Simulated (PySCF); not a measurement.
# SMILES O[C@@H]1C[C@]2(Br)C[C@H]1C2, C₆H₉BrO

Geometry:
```json
{"atom": "O1", "x (Å)": "2.282", "y (Å)": "1.251", "z (Å)": "1.906"}
{"atom": "C2", "x (Å)": "1.863", "y (Å)": "0.668", "z (Å)": "0.704"}
{"atom": "C3", "x (Å)": "0.742", "y (Å)": "1.525", "z (Å)": "0.072"}
{"atom": "C4", "x (Å)": "-0.366", "y (Å)": "0.473", "z (Å)": "0.071"}
{"atom": "Br5", "x (Å)": "-2.063", "y (Å)": "1.041", "z (Å)": "-0.636"}
{"atom": "C6", "x (Å)": "-0.251", "y (Å)": "-0.158", "z (Å)": "1.467"}
{"atom": "C7", "x (Å)": "1.089", "y (Å)": "-0.652", "z (Å)": "0.878"}
{"atom": "C8", "x (Å)": "0.352", "y (Å)": "-0.772", "z (Å)": "-0.474"}
{"atom": "H9", "x (Å)": "2.944", "y (Å)": "0.677", "z (Å)": "2.305"}
{"atom": "H10", "x (Å)": "2.714", "y (Å)": "0.533", "z (Å)": "0.008"}
{"atom": "H11", "x (Å)": "0.974", "y (Å)": "1.885", "z (Å)": "-0.940"}
{"atom": "H12", "x (Å)": "0.509", "y (Å)": "2.385", "z (Å)": "0.714"}
{"atom": "H13", "x (Å)": "-0.215", "y (Å)": "0.517", "z (Å)": "2.334"}
{"atom": "H14", "x (Å)": "-0.974", "y (Å)": "-0.970", "z (Å)": "1.620"}
{"atom": "H15", "x (Å)": "1.634", "y (Å)": "-1.502", "z (Å)": "1.313"}
{"atom": "H16", "x (Å)": "-0.304", "y (Å)": "-1.651", "z (Å)": "-0.524"}
{"atom": "H17", "x (Å)": "0.928", "y (Å)": "-0.662", "z (Å)": "-1.407"}
```

Computed, not measured: PySCF, TDDFT LC-wPBE/def2-SVPD circular dichroism and optical rotation, one conformer, gas phase. Geometry: PBE0-D3(BJ)/def2-SVP.

The molecule is flexible and this is one conformer; a measurement averages over conformers. The calculation is non-relativistic, which matters for the atoms heavier than Zn. Singlets 9 and 10 lie within 0.01 eV of each other, so their separate moments and overlaps can depend on how they mix.

Stereocentres: C2 R, C4 R, C7 S.

(1) Give the optical rotatory dispersion at 633, 589.3, 546, 436, 405, 365, 355 nm.

(2) And for the mirror image at 589.3 nm?

(3) What is the molar rotation [Φ] = [α]·M/100 of the geometry above at 589.3 nm?

Results:

(1) [α] in deg dm⁻¹ (g/mL)⁻¹:
```tsv
λ (nm)	origin-invariant length gauge	modified velocity gauge	length gauge (centre of mass)	isotropic polarisability (au)
633	+29.0	+28.4	+28.3	90.7
589.3	+33.6	+33.0	+32.8	90.9
546	+39.5	+38.8	+38.6	91.3
436	+64.3	+63.2	+62.8	92.7
405	+75.8	+74.5	+74.0	93.4
365	+96.2	+94.6	+93.8	94.6
355	+102.6	+100.9	+100.1	94.9
```

(2) -33.6 deg dm⁻¹ (g/mL)⁻¹ (origin-invariant length gauge): the same size and the opposite sign.

(3) With M = 177.04 g/mol, +59.6 deg cm² dmol⁻¹ (origin-invariant length gauge).

The first excitation lies at 6.64 eV (187 nm) with R = -0.3 × 10⁻⁴⁰ esu² cm² (velocity form).
